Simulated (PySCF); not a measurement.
biphenylene (C₁₂H₈), SMILES c12ccccc2-c2c-1cccc2. The structure is a stationary point at B3LYP-D3(BJ)/def2-SVP.

The numbers are results of B3LYP-D3(BJ)/def2-SVP (PySCF), not measurements.

Harmonic wavenumbers (cm⁻¹): 104, 150, 214, 323, 385, 402, 446, 469, 573, 596, 617, 627, 737, 738, 753, 766, 785, 848, 896, 926, 952, 959, 1000, 1003, 1008, 1008, 1016, 1043, 1071, 1105, 1136, 1143, 1171, 1180, 1282, 1301, 1325, 1428, 1458, 1476, 1480, 1525, 1646, 1646, 1665, 1726, 3175, 3175, 3187, 3187, 3195, 3196, 3200, 3201. Rotational constants (GHz): 2.800, 0.6679, 0.5393; symmetry number 4.

Work out the zero-point energy and the ideal-gas rigid-rotor harmonic-oscillator thermochemistry at 298.15 K and 1 atm.

ZPE = ½ Σ hcν = ½ × 69627 cm⁻¹ = 99.54 kcal/mol. H − E(el) = 105.18 kcal/mol. Entropy in cal/(mol K): translation 40.97, rotation 27.39, vibration 17.58, total 85.94. G − E(el) = 79.55 kcal/mol. Cp = 35.76 cal/(mol K). Modes under 150 cm⁻¹ make the vibrational entropy uncertain.
